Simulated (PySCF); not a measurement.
**Excitation energy of Pb²⁺ by level of theory**

Pb²⁺ [Xe] 4f14 5d10 6s2 (1S) → Pb²⁺ [Xe] 4f14 5d10 6s1 6d1 (3D), as a difference of total energies. All numbers are calculated (PySCF 2.14, scalar relativity by spin-free X2C-1e, in aug-cc-pVTZ-DK3). Correlated levels: valence: [Xe] 4f14 5d10 frozen. The calculations carry no spin-orbit coupling.

```csv
method,excitation energy (eV)
UHF,17.989
MP2 (valence),18.428
SCS-MP2 (valence),18.618
CCSD (valence),18.544
```

Question: How much does correlation contribute at MP2 (valence)?

Answer: 18.428 − (17.989) = 0.439 eV, measured against UHF.

A first-order spin-orbit estimate (lowest level to lowest level, LS coupling) adds -0.084 eV.

The promoted electron is Rydberg-like, and one or two diffuse shells describe it only roughly, which tends to raise the upper state.

With two correlated electrons CCSD is exact in that space.
